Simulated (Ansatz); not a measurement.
Relaxation of CH₁₁NSi₃ (16 atoms, charge 0, multiplicity 1), to a largest force component of 0.015 eV/Å in at most 40 steps.

These are results of Ansatz 0.2.0, RKS BLYP-D4/STO-3G, not measurements.

```xyz
16
Properties=species:S:1:pos:R:3
N 0.444 1.750 -0.853
Si 0.423 0.140 -0.432
Si 2.526 -0.550 0.270
C -0.694 -0.209 0.927
Si -2.435 -0.462 0.165
H 1.080 1.996 -1.599
H -0.479 2.043 -1.268
H 0.153 -0.570 -1.688
H 2.940 0.173 1.579
H 3.562 -0.247 -0.753
H 2.531 -2.016 0.561
H -0.464 -1.124 1.483
H -0.828 0.617 1.652
H -2.480 -1.625 -0.700
H -2.876 0.729 -0.575
H -3.425 -0.668 1.275
```

Problem. Where does it end, and by what steps?

Solution. The run converged. The force dipped under the threshold on the way, but the program's further checks kept it going. Limits of this set-up: minimal basis. After 17 steps the energy has fallen by 0.932 eV; H14 moved furthest, 0.61 Å.

```tsv
step	energy less start (eV)	largest force component (eV/Å)	accepted
0	0.0000	3.685	yes
1	-0.7581	1.698	yes
2	-0.8677	0.604	yes
3	-0.9080	0.257	yes
4	-0.9190	0.376	yes
5	-0.9252	0.205	yes
6	-0.9289	0.078	yes
7	-0.9299	0.054	yes
8	-0.9306	0.067	yes
9	-0.9311	0.041	yes
10	-0.9314	0.028	yes
11	-0.9317	0.028	yes
12	-0.9319	0.015	yes
13	-0.9321	0.020	yes
14	-0.9322	0.019	yes
15	-0.9322	0.018	yes
16	-0.9322	0.016	no
17	-0.9323	0.006	yes
```

```xyz
16
Properties=species:S:1:pos:R:3
N 0.352 1.661 -0.919
Si 0.541 -0.084 -0.453
Si 2.651 -0.374 0.340
C -0.787 -0.447 0.848
Si -2.564 -0.233 0.243
H 1.047 1.852 -1.709
H -0.581 1.751 -1.434
H 0.305 -1.002 -1.578
H 2.868 0.364 1.573
H 3.642 0.073 -0.628
H 2.911 -1.780 0.613
H -0.658 -1.484 1.212
H -0.623 0.210 1.721
H -2.833 -1.155 -0.851
H -2.779 1.120 -0.245
H -3.516 -0.495 1.312
```

Whether the end is a true minimum wasn't checked by a vibrational analysis.

Run time: 46 s on 1 thread of Intel(R) Xeon(R) 6975P-C (Granite Rapids), with other jobs on the host, peak memory 0.15 GiB.
